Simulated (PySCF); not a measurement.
## A thermochemical cycle for RuH

CCSD(T) in PySCF with def2-TZVPPD on every atom (core potentials on Ru), for the lowest determinant that a PBE0 search found; no spin–orbit coupling. RuH, a quartet (σ ↑, δ ↑↑), has De = 2.75 eV to neutral atoms, and RuH⁺, a quintet (σ ↑, π ↑, δ ↑↑), has De = 2.06 eV to H + Ru⁺ (4d7).

The adiabatic ionisation energy of RuH, between the minima, is 7.93 eV.

**Question.** Which ionisation energy of the Ru atom does this level give?

**Answer.** IE(Ru) = IE(molecule) + De(ion) − De(neutral) = 7.93 + 2.06 − 2.75 = 7.24 eV; the measured value is 7.361 eV (NIST ASD).

Correlated steps freeze no core orbitals. UHF and ROHF references stand side by side, which adds small steps between rows. Spin–orbit coupling is left out, which matters for elements this heavy, above all for dissociation energies. For an ion De counts to the pair picked by the measured ionisation energies or electron affinities, which need not be the lowest pair at this level. The state is the lowest single determinant that the PBE0 search found; with open d or f shells the true ground state can be another one.
